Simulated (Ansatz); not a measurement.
Stepwise reaction of `[NH2][Al]([SH])[SH]` with ammonia, as a gas-phase model of exchange steps in deposition or etching. ΔE in kJ/mol; ΔG adds harmonic PBE0-D4 terms to CCSD(T)/CBS, at 1 bar.

Calculated with Ansatz (gas phase, PBE0-D4/def2-TZVP geometries, no zero-point term in ΔE). CCSD(T)/CBS is the MP2 limit (def2-TZVPP, def2-QZVPP) plus CCSD(T) − MP2 in def2-TZVPP, frozen cores. This one scheme is used for every species. Functionals use def2-TZVPP. B3LYP here is the variant with VWN-RPA as its local correlation; programs differ in this. Each species was taken in one conformer, which may not be the lowest.

| step | reaction | PBE-D4 | B3LYP-D4 | ωB97M-V | CCSD(T)/CBS | ΔG(500 K) |
| --- | --- | --- | --- | --- | --- | --- |
| 1 | `[NH2][Al]([SH])[SH]` + NH₃ → `[NH2][Al]([NH2])[SH]` + H₂S | 34.8 | 26.3 | 27.2 | 28.7 | 20.2 |
| 2 | `[NH2][Al]([NH2])[SH]` + NH₃ → `[NH2][Al]([NH2])[NH2]` + H₂S | 38.4 | 30.1 | 31.5 | 32.2 | 28.8 |

By hand: ΔE of the 2 steps together at CCSD(T)/CBS.

(28.7) + (32.2) = 60.9 kJ/mol, or 30.5 kJ/mol a step.

In ΔE the steps differ by no more than 3.5 kJ/mol. All are uphill at CCSD(T)/CBS. ΔG lies between 20.2 and 28.8 kJ/mol a step. PBE-D4 differs from CCSD(T)/CBS by 6.1 to 6.2 kJ/mol a step. Isolated molecules leave out the surface, adducts and barriers. Largest T1 diagnostic: 0.011.
